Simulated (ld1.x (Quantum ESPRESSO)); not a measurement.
## u(r) = r·R(r): atom against pseudo-atom (zinc)

Columns: radius, all-electron u(r) and pseudo u(r) of the 4s shell (level -6.00 eV) of zinc in the configuration [Ne] 3s2 3p6 3d10 4s2 4p0; PBEsol, scalar-relativistic, PAW scheme, ld1.x (Quantum ESPRESSO) 7.5.

| r (bohr) | all-electron | pseudo |
| --- | --- | --- |
| 0.072 | -0.0239 | 0.1767 |
| 0.145 | -0.1681 | 0.3376 |
| 0.217 | -0.1045 | 0.4629 |
| 0.290 | 0.0421 | 0.5452 |
| 0.362 | 0.1728 | 0.5773 |
| 0.435 | 0.2537 | 0.5616 |
| 0.507 | 0.2790 | 0.5053 |
| 0.580 | 0.2594 | 0.4175 |
| 0.652 | 0.2088 | 0.3124 |
| 0.725 | 0.1378 | 0.1988 |
| 0.798 | 0.0566 | 0.0874 |
| 0.870 | -0.0269 | -0.0144 |
| 0.942 | -0.1093 | -0.1060 |
| 1.015 | -0.1889 | -0.1886 |
| 1.088 | -0.2626 | -0.2627 |
| 1.160 | -0.3288 | -0.3288 |
| 1.232 | -0.3879 | -0.3879 |
| 1.305 | -0.4408 | -0.4408 |
| 1.378 | -0.4868 | -0.4868 |
| 1.450 | -0.5258 | -0.5258 |
| 1.522 | -0.5587 | -0.5587 |
| 1.595 | -0.5866 | -0.5866 |
| 1.668 | -0.6093 | -0.6093 |
| 1.740 | -0.6270 | -0.6270 |
| 1.812 | -0.6406 | -0.6406 |
| 1.885 | -0.6506 | -0.6506 |

(1) How many radial nodes do the two functions have?

(2) At about which radius was the pseudo-wave matched?

(3) Is the pseudo-wave norm-conserving?

Results:

(1) The all-electron 4s function has n − l − 1 = 3 (the table is too coarse to show those close to the nucleus); the pseudo-wave has 1, since 1 lower shell of the same l stays in the valence.

(2) 1.15 bohr. The columns agree to 0.0005 from 1.01 bohr on; several derivatives are matched, so the curves merge somewhat inside the radius.

(3) No, it belongs to a PAW set: the norm inside the radius is not constrained, and the difference is carried by the augmentation charge.
